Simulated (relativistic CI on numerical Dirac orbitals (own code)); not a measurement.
**Line list: Electric-dipole lines, Ag VII**

Computed by Dirac-Coulomb-Breit CI, KLI orbitals optimised for each configuration, a model potential for QED, valence Slater integrals scaled by 0.9, configuration energies shifted to the measured levels that pair with them (semi-empirical) (own radial code, finite nucleus).

Configuration list (outside the closed core [Ar] 3d10): 4s²4p⁶4d⁵, 4s²4p⁶4d⁴5p, 4s²4p⁶4d⁴5s, 4s²4p⁶4d⁴4f, 4s²4p⁵4d⁶, 4s²4p⁶4d³4f², 4s²4p⁶4d⁴5d, 4s²4p⁴4d⁷, 4s²4p⁶4d⁴6s, 4s²4p⁶4d³5s², 4s4p⁶4d⁶, 4s²4p⁶4d⁴6p, 4s²4p⁵4d⁵4f, 4s²4p⁶4d⁴5f, 4s²4p⁶4d³5s5p, 4s²4p⁶4d⁴6d, 4s²4p⁶4d⁴5g, 4s²4p⁶4d⁴6f, 4s²4p⁶4d³4f5s, 4s²4p⁵4d⁵5s, 4p⁶4d⁷, 4s4p⁶4d⁵4f, 4s²4p⁵4d⁵6s. Levels of other configurations are missing.

```csv
λ vac (Å),Lower,Upper,A (s⁻¹),log gf,S velocity/length
297.79,4s²4p⁶4d⁵ ⁶S5/2 [1],4s²4p⁶4d⁴5p ⁶P°3/2 [107],1.10e+10,-0.23,0.86
298.35,4s²4p⁶4d⁵ ⁴G11/2 [4],4s²4p⁶4d⁴5p ⁴F°9/2 [164],4.36e+09,-0.24,0.84
299.10,4s²4p⁶4d⁵ ⁶S5/2 [1],4s²4p⁶4d⁴5p ⁶P°7/2 [105],1.55e+10,0.22,0.83
300.37,4s²4p⁶4d⁵ ⁶S5/2 [1],4s²4p⁶4d⁴5p ⁶P°5/2 [104],1.24e+10,0.00,0.83
301.15,4s²4p⁶4d⁵ ²I13/2 [14],4s²4p⁶4d⁴5p ²H°11/2 [208],1.68e+10,0.44,0.82
301.25,4s²4p⁶4d⁵ ⁴G11/2 [4],4s²4p⁶4d⁴5p ⁴H°9/2 [151],5.18e+09,-0.15,0.81
301.29,4s²4p⁶4d⁵ ⁴G11/2 [4],4s²4p⁶4d⁴5p ²I°11/2 [150],3.57e+09,-0.23,0.83
301.66,4s²4p⁶4d⁵ ⁴G7/2 [3],4s²4p⁶4d⁴5p ⁴F°5/2 [147],1.09e+10,-0.05,0.81
301.71,4s²4p⁶4d⁵ ⁴G9/2 [5],4s²4p⁶4d⁴5p ⁴F°7/2 [148],1.24e+10,0.13,0.81
302.12,4s²4p⁶4d⁵ ⁴G7/2 [3],4s²4p⁶4d⁴5p ⁴G°7/2 [145],8.29e+09,-0.04,0.82
302.59,4s²4p⁶4d⁵ ⁴G9/2 [5],4s²4p⁶4d⁴5p ⁴G°9/2 [146],9.75e+09,0.13,0.83
303.30,4s²4p⁶4d⁵ ⁴G5/2 [2],4s²4p⁶4d⁴5p ⁴G°5/2 [140],6.52e+09,-0.27,0.81
303.52,4s²4p⁶4d⁵ ⁴G7/2 [3],4s²4p⁶4d⁴5p ⁴G°7/2 [141],4.72e+09,-0.28,0.83
304.45,4s²4p⁶4d⁵ ⁴G5/2 [2],4s²4p⁶4d⁴5p ²D°3/2 [139],8.33e+09,-0.33,0.80
306.21,4s²4p⁶4d⁵ ⁴G11/2 [4],4s²4p⁶4d⁴5p ⁴G°11/2 [138],7.98e+09,0.13,0.81
306.27,4s²4p⁶4d⁵ ²I11/2 [13],4s²4p⁶4d⁴5p ²G°9/2 [184],1.29e+10,0.26,0.81
306.31,4s²4p⁶4d⁵ ²I13/2 [14],4s²4p⁶4d⁴5p ²H°11/2 [190],1.22e+10,0.31,0.80
306.35,4s²4p⁶4d⁵ ²H11/2 [25],4s²4p⁶4d⁴5p ²H°11/2 [222],1.22e+10,0.31,0.81
307.66,4s²4p⁶4d⁵ ²I11/2 [13],4s²4p⁶4d⁴5p ²I°11/2 [175],1.29e+10,0.34,0.81
309.00,4s²4p⁶4d⁵ ²I13/2 [14],4s²4p⁶4d⁴5p ²I°13/2 [178],8.55e+09,0.23,0.80
```

Terms are leading LS components. Brackets give the number of a level in order of energy, since labels repeat. The list gives strong lines, with weight on those to low levels, without configurations that were not tied to measured data, among the lowest 400 of 8841 levels, so that lines to higher ones, which can be the strongest, are missing. Levels whose partners in the same complex of configurations lie outside the list can be far off, and so can their lines. Rates are taken at the computed energies, electric ones in the length gauge. A velocity-to-length ratio far from 1 marks an uncertain rate.

Configurations whose levels could be paired with our table of measured levels were shifted onto them, all but the ground configuration, by the median error of their levels; single terms can still be off by 1,000 to 2,000 cm⁻¹ or more, and rates follow the energies as ν³ (E1, M1) or ν⁵ (E2). The others borrow a shift and can be off by several thousand cm⁻¹ or more. 28 of the 69 excited levels that our extract of the measured tables holds in this range could be paired (the sources list more); they are missed by 368 cm⁻¹ on average and 855 at most, after the shifts were fitted to these levels, and levels without a partner can miss by more. Some levels of the ground configuration have no partner and can miss by 10 % or more.

LS names give the leading component of a level, which can be under half, so a name can repeat, a term be missing and a line seem to break the LS rules.
